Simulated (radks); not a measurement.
The numbers below are computed, except where a source is named.
Q: Fe3+, configuration [Ar] 3d5. Code: a radial shooting solver on a logarithmic mesh with Libxc functionals. Model: scalar-relativistic Kohn-Sham, BLYP, spin-unpolarised, spherical densities, finite nucleus; Fermi nuclear charge, rms radius 3.7377 fm. Some entries of the table are withheld. Estimate them.

orbital,occ.,eigenvalue (hartree),<r^2> (bohr^2),r(max) (bohr)
1s,2,-258.6905,0.004595,0.03826
2s,2,-31.53425,0.08416,0.2224
2p,6,-27.08519,0.06817,0.1797
3s,2,-4.81236,0.7455,0.6984
3p,6,(1),(2),0.7093
3d,5,-1.58757,1.242,0.6929

A: 
(1) 3p eigenvalue (hartree): -3.55839
(2) 3p <r^2> (bohr^2): 0.8390
